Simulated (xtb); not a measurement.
Job for xtb: GFN2-xTB on InSe, 2S+1 = 2, a spin state set in the input, which need not be the lowest, a point of a bond scan (R = 2.342 Å).

```
$ xtb mol.xyz --gfn 2 --sp --chrg 0 --uhf 1
2

Se     0.00000000     0.00000000     0.00000000
In     0.00000000     0.00000000     2.34185700
```

The head of its log:

```
[...]
           -------------------------------------------------
          |                Calculation Setup                |
           -------------------------------------------------



           -------------------------------------------------
          |                 G F N 2 - x T B                 |
           -------------------------------------------------

        Reference                      10.1021/acs.jctc.8b01176
      * Hamiltonian:
        H0-scaling (s, p, d)           1.850000    2.230000    2.230000
        zeta-weighting                 0.500000
      * Dispersion:
        s8                             2.700000
        a1                             0.520000
        a2                             5.000000
        s9                             5.000000
      * Repulsion:
        kExp                           1.500000    1.000000
        rExp                           1.000000
      * Coulomb:
        alpha                          2.000000
        third order                    shell-resolved
        anisotropic                    true
        a3                             3.000000
        a5                             4.000000
        cn-shift                       1.200000
        cn-exp                         4.000000
        max-rad                        5.000000


          ...................................................
          :                      SETUP                      :
          :.................................................:
          :  # basis functions                  20          :
          :  # atomic orbitals                  18          :
          :  # shells                            6          :
          :  # electrons                         9          :
          :  max. iterations                   250          :
          :  Hamiltonian                  GFN2-xTB          :
          :  restarted?                      false          :
          :  GBSA solvation                  false          :
          :  PC potential                    false          :
          :  electronic temp.          300.0000000     K    :
          :  accuracy                    1.0000000          :
          :  -> integral cutoff          0.2500000E+02      :
          :  -> integral neglect         0.1000000E-07      :
          :  -> SCF convergence          0.1000000E-05 Eh   :
          :  -> wf. convergence          0.1000000E-03 e    :
          :  Broyden damping             0.4000000          :
          :  net charge                          0          :
          :  unpaired electrons                  1          :
          ...................................................

 iter      E             dE          RMSdq      gap      omega  full diag
   1     -4.4330133 -0.443301E+01  0.341E+01    4.57       0.0  T
   2     -4.4348036 -0.179034E-02  0.189E+01    4.50       1.0  T
```

Q: What total energy does the run end on?

A: -4.4246 hartree.
